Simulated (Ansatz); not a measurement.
Ansatz results at the PBE0-D4/def2-TZVP geometry: HOMO energy (PBE/def2-TZVPP) -5.92 eV; HOMO energy (ωB97M-V/def2-TZVPP) -9.41 eV; size of the dipole moment (ωB97M-V/def2-TZVPP) 0.97 D.

Each molecule was computed in one conformer, which needn't be the lowest.

(1) Which molecule gave them?
A. `[CH3][In-]([CH3])([OH])[OH2+]`
B. `[F][Ga-]([F])([F])[OH+][SiH3]`
C. `[Cl][Al-]([Cl])([Cl])[AsH3+]`
D. `[OH][Ga-]([OH])([OH])[OH2+]`

Answers

(1) A. The others give `[OH][Ga-]([OH])([OH])[OH2+]`: -6.54, -10.77, 2.11; `[F][Ga-]([F])([F])[OH+][SiH3]`: -8.55, -12.65, 5.29; `[Cl][Al-]([Cl])([Cl])[AsH3+]`: -7.26, -10.92, 5.35.
